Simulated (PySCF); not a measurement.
Mayer bond orders and bond lengths

Species: C4H9NSi2.
SMILES with atom numbers: `[N:1]#[C:2][CH2:3][SiH:4]1[CH2:5][SiH2:6][CH2:7]1` (hydrogens: H8, H9 on C3; H10 on Si4; H11, H12 on C5; H13, H14 on Si6; H15, H16 on C7)

Structure used (PBE0-D3(BJ)/def2-SVP), in Å, numbered top down from 1:
```
atom  x, y, z in Å
N1     3.592   -0.072   -1.126
C2     2.677   -0.551   -0.600
C3     1.504   -1.083    0.060
Si4    0.385    0.304    0.744
C5    -0.302    1.353   -0.675
Si6   -1.859    0.258   -0.598
C7    -1.338   -0.394    1.119
H8     0.921   -1.687   -0.655
H9     1.806   -1.750    0.884
H10    1.114    1.002    1.846
H11    0.275    1.403   -1.610
H12   -0.520    2.383   -0.347
H13   -3.177    0.959   -0.666
H14   -1.826   -0.827   -1.627
H15   -1.448   -1.465    1.343
H16   -1.832    0.179    1.922
```

Bond orders from the PBE0/pcSseg-1 density (PySCF). The structure is a single PBE0-D3(BJ)/def2-SVP conformer in the gas phase; no vibrational or solvent corrections.

Problem. Where do the orders between heavy atoms depart from those drawn in the SMILES?

Solution. The largest departure is 0.164, at C3–Si4 (drawn single, 0.836). Drawn single, order below 0.88: C3–Si4 (0.836).

Problem. Set the Mayer orders of the bonds between heavy atoms beside their lengths.

Solution. 
```csv
bond,drawn as,length (Å),Mayer order
N1–C2,triple,1.159,3.031
C2–C3,single,1.447,1.034
C3–Si4,single,1.909,0.836
Si4–C5,single,1.894,0.934
C5–Si6,single,1.905,0.910
Si6–C7,single,1.909,0.902
C7–Si4,single,1.897,0.919
```

Bonds between the same two heavy elements. C–Si: lowest C3–Si4 (0.836, 1.909 Å), highest Si4–C5 (0.934, 1.894 Å).

Problem. And the bonds to hydrogen?

Solution. C–H: 0.91 to 0.94 (6 bonds); H–Si: 0.94 to 0.95 (3 bonds).

Problem. Sum the orders of all bonds at each heavy atom with more than one neighbour and set the sums beside the valence in the SMILES.

Solution. C2 4.065 (drawn 4), C3 3.697 (drawn 4), Si4 3.627 (drawn 4), C5 3.708 (drawn 4), Si6 3.711 (drawn 4), C7 3.694 (drawn 4). Orders between atoms that aren't bonded are not in these sums.

Mayer orders depend on the basis set.
